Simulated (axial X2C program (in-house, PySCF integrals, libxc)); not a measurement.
# Nuclear properties of GeBr

Calculated with an in-house all-electron X2C program for linear molecules (integrals from PySCF): two-component X2C with atomic mean-field Coulomb and Gaunt terms, Gaussian nuclei, basis Br dyall-cv3z, Ge dyall-cv3z with contracted cores.

R = 2.327 Å (near the PBE0 minimum at charge 0 of the determinant lowest at the starting distance; the state shown can have its own minimum elsewhere).

Determinant lowest in the PBE0 search, Ω = 1/2 (⟨Sz⟩ = -0.50, ⟨Lz⟩ = 1.00 at PBE0), spin on the atoms Br 0.00, Ge -0.50:

```json
{"level": "PBE0", "Eeff magnitude (GV/cm)": "0.132", "Ws magnitude Br (kHz)": "0.0266", "Ws magnitude Ge (kHz)": "0.0717", "A∥/gI Br (MHz)": "366", "qzz Br (a.u.)": "3.00", "A∥/gI Ge (MHz)": "1530", "qzz Ge (a.u.)": "-0.55", "μ (D)": "1.59"}
{"level": "HF", "Eeff magnitude (GV/cm)": "0.283", "Ws magnitude Br (kHz)": "0.0426", "Ws magnitude Ge (kHz)": "0.264", "A∥/gI Br (MHz)": "245", "qzz Br (a.u.)": "3.18", "A∥/gI Ge (MHz)": "1380", "qzz Ge (a.u.)": "-0.68", "μ (D)": "2.00"}
{"level": "LDA", "Eeff magnitude (GV/cm)": "0.0491", "Ws magnitude Br (kHz)": "0.0637", "Ws magnitude Ge (kHz)": "0.0332", "A∥/gI Br (MHz)": "438", "qzz Br (a.u.)": "2.82", "A∥/gI Ge (MHz)": "1510", "qzz Ge (a.u.)": "-0.46", "μ (D)": "1.35"}
{"level": "PBE", "Eeff magnitude (GV/cm)": "0.11", "Ws magnitude Br (kHz)": "0.0433", "Ws magnitude Ge (kHz)": "0.0378", "A∥/gI Br (MHz)": "419", "qzz Br (a.u.)": "2.79", "A∥/gI Ge (MHz)": "1530", "qzz Ge (a.u.)": "-0.49", "μ (D)": "1.33"}
{"level": "B3LYP", "Eeff magnitude (GV/cm)": "0.037", "Ws magnitude Br (kHz)": "0.00472", "Ws magnitude Ge (kHz)": "0.0129", "A∥/gI Br (MHz)": "366", "qzz Br (a.u.)": "2.89", "A∥/gI Ge (MHz)": "1480", "qzz Ge (a.u.)": "-0.50", "μ (D)": "1.60"}
```

Determinant 0.15 eV from it at PBE0 and this distance, Ω = 3/2 (⟨Sz⟩ = 0.50, ⟨Lz⟩ = 1.00 at PBE0), spin on the atoms Br 0.01, Ge 0.49:

```json
{"level": "PBE0", "Eeff magnitude (GV/cm)": "0.341", "Ws magnitude Br (kHz)": "0.0182", "Ws magnitude Ge (kHz)": "0.0737", "A∥/gI Br (MHz)": "87.9", "qzz Br (a.u.)": "3.03", "A∥/gI Ge (MHz)": "208", "qzz Ge (a.u.)": "-0.71", "μ (D)": "1.59"}
{"level": "HF", "Eeff magnitude (GV/cm)": "0.82", "Ws magnitude Br (kHz)": "0.0148", "Ws magnitude Ge (kHz)": "0.212", "A∥/gI Br (MHz)": "70.6", "qzz Br (a.u.)": "3.22", "A∥/gI Ge (MHz)": "239", "qzz Ge (a.u.)": "-0.83", "μ (D)": "1.99"}
{"level": "LDA", "Eeff magnitude (GV/cm)": "0.218", "Ws magnitude Br (kHz)": "0.0273", "Ws magnitude Ge (kHz)": "0.0303", "A∥/gI Br (MHz)": "97.1", "qzz Br (a.u.)": "2.85", "A∥/gI Ge (MHz)": "232", "qzz Ge (a.u.)": "-0.63", "μ (D)": "1.34"}
{"level": "PBE", "Eeff magnitude (GV/cm)": "0.268", "Ws magnitude Br (kHz)": "0.0187", "Ws magnitude Ge (kHz)": "0.0528", "A∥/gI Br (MHz)": "99.1", "qzz Br (a.u.)": "2.82", "A∥/gI Ge (MHz)": "192", "qzz Ge (a.u.)": "-0.65", "μ (D)": "1.33"}
{"level": "B3LYP", "Eeff magnitude (GV/cm)": "0.237", "Ws magnitude Br (kHz)": "0.0115", "Ws magnitude Ge (kHz)": "0.0509", "A∥/gI Br (MHz)": "87.6", "qzz Br (a.u.)": "2.93", "A∥/gI Ge (MHz)": "243", "qzz Ge (a.u.)": "-0.66", "μ (D)": "1.59"}
```

Eeff is the effective electric field on the electron electric dipole moment in this Ω state and Ws the scalar–pseudoscalar constant of the nucleus named (defined with the proton number Z and per Ω); A∥ (defined per Ω) follows by multiplying with gI = μI/(I μN); qzz is the electric field gradient, eQq0 = 234.96 MHz × Q/barn × qzz; μ is positive if the Ge end (last atom) is positive. The operators were transformed with the bare-nucleus X2C matrices; with these basis sets, hyperfine constants and field gradients can be off by tens of per cent, and where levels differ in sign neither size nor sign is settled.

Q: With gI(79Br) = 1.4043, Q(79Br) = 0.3087 barn, gI(73Ge) = -0.1954, Q(73Ge) = -0.196 barn (g factors from the IAEA table of nuclear moments by Stone; Q from Pyykkö, Mol. Phys. 2018), turn the PBE0 values of the first state into constants in MHz.

A: A∥(79Br) = 366 × 1.4043 = 514 MHz; eQq0(79Br) = 234.96 × (0.3087) × (3.00) = 218 MHz; A∥(73Ge) = 1530 × -0.1954 = -299 MHz; eQq0(73Ge) = 234.96 × (-0.196) × (-0.55) = 25.3 MHz.

Each state is one determinant with collinear spin. Unrestricted Hartree–Fock can overshoot spin polarisation at the nuclei. Where Eeff spreads by more than a factor of two the levels disagree and none is to be relied on. The search compared states at one distance, so a state with another bond length can lie lower. The sign of Ws at Br differs between levels in the first state. The sign of Ws at Ge differs between levels in the first state. PBE0 term energies can be off by some tenths of an eV.
